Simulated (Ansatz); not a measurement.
FH₃S₂Si, SMILES `F[SiH2]SS`: the same geometry under several functionals.

```yaml
crystal:
  periodic: [false, false, false]
  atoms:
    - {symbol: F, position_ang: [-2.082191, 1.212963, -0.054059]}
    - {symbol: Si, position_ang: [-0.581201, 0.684641, 0.098609]}
    - {symbol: S, position_ang: [-0.319643, -0.977366, -1.213952]}
    - {symbol: S, position_ang: [1.640379, -1.085650, -0.564611]}
    - {symbol: H, position_ang: [0.337714, 1.777348, -0.280756]}
    - {symbol: H, position_ang: [-0.387259, 0.246463, 1.498371]}
    - {symbol: H, position_ang: [1.453499, -1.926397, 0.470697]}
basis:
  gaussian: {orbitals: def2-TZVPP}
hamiltonian: {xc: {name: B2PLYP}}
```

```sh
$ ansatz run in.yaml --threads 2 --pin off --events-out ev --progress --plain --max-ram 4352MiB
```

Shortened log:

```
Functional definition: B2PLYP
1161 factors; integrals over basis functions are off by at most 7.1e-4 eV
mean field evaluation 1: about -32299.0647 eV, gradient 3.0e1 eV
mean field evaluation 2: about -32299.2522 eV, gradient 3.1e1 eV
mean field evaluation 4: about -32300.7135 eV, gradient 1.9e0 eV
mean field evaluation 8: about -32300.7281 eV, gradient 1.5e-1 eV
mean field evaluation 16: about -32300.7282 eV, gradient 1.4e-4 eV
mean field -32300.72821602 eV, -1187.0298677187 hartree, gradient 3.5e-6 eV, S^2 0.000000; 0 other end points of the search recorded, 0 dependent functions left out
16 core orbitals not correlated: weight in the atoms' cores, before any rotation towards them, 1.000 or more for the frozen orbitals, at most 0.000 for the correlated occupied ones
reference -32300.72836729 eV, -1187.0298732777 hartree; 13, 13 occupied and 170, 170 virtual orbitals, 1161 factors
second order -23.96451016 eV of doubles, -0.00000000 eV of singles
Total energy: -32307.19878503 eV, -1187.2676567440 hartree
```

It took 6 s on 2 threads of an Intel Xeon Platinum 8488C on a shared host, with 0.43 GiB of host memory at the peak.

The same input with `hamiltonian: {xc: r2scan, dispersion: d4}` and forces (abridged; 4.9 s):

```
Functional definition: r2SCAN
mean field evaluation 16: about -32315.5345 eV, gradient 2.4e-4 eV
mean field -32315.53447916 eV, -1187.5739878531 hartree, gradient 1.8e-5 eV, S^2 0.000000
Total energy: -32315.57724990 eV, -1187.5755596490 hartree
Atom 0 force    -0.044146     0.014061    -0.006733 eV/Å
Atom 1 force     0.020826     0.039511     0.039571 eV/Å
Atom 2 force    -0.137613    -0.011310    -0.072542 eV/Å
Atom 3 force     0.164539    -0.018071     0.009098 eV/Å
Atom 4 force    -0.014735    -0.016905     0.018732 eV/Å
Atom 5 force     0.003943     0.015163    -0.021352 eV/Å
Atom 6 force     0.007186    -0.022449     0.033227 eV/Å
Dipole moment:     0.246832    -0.138390     0.216903 e Å
```

The same input with `hamiltonian: {xc: {name: wB97X-V}}` (abridged; 8 s):

```
Functional definition: wB97X-V
mean field evaluation 16: about -32313.3354 eV, gradient 4.4e-5 eV
mean field -32313.33540145 eV, -1187.4931732380 hartree, gradient 4.4e-5 eV, S^2 0.000000
Total energy: -32313.33539967 eV, -1187.4931731725 hartree
```

The same input with `hamiltonian: {xc: pbe0, dispersion: d4}` (abridged; 3.5 s):

```
Functional definition: PBE0
mean field evaluation 16: about -32305.3325 eV, gradient 2.6e-5 eV
mean field -32305.33252431 eV, -1187.1990729275 hartree, gradient 2.6e-5 eV, S^2 0.000000
Total energy: -32305.49521169 eV, -1187.2050515786 hartree
```

Changing it to `hamiltonian: {xc: {name: r2SCANh}, dispersion: d4}` (abridged; 5.5 s):

```
Functional definition: r2SCANh
mean field evaluation 16: about -32315.2362 eV, gradient 1.1e-4 eV
mean field -32315.23621446 eV, -1187.5630268277 hartree, gradient 5.5e-5 eV, S^2 0.000000
Total energy: -32315.28276576 eV, -1187.5647375565 hartree
```

The same input with `hamiltonian: {xc: {name: r2SCAN0}, dispersion: d4}` (abridged; 5.5 s):

```
Functional definition: r2SCAN0
mean field evaluation 16: about -32314.8196 eV, gradient 3.7e-5 eV
mean field -32314.81962196 eV, -1187.5477173357 hartree, gradient 3.7e-5 eV, S^2 0.000000
Total energy: -32314.87171763 eV, -1187.5496318163 hartree
```
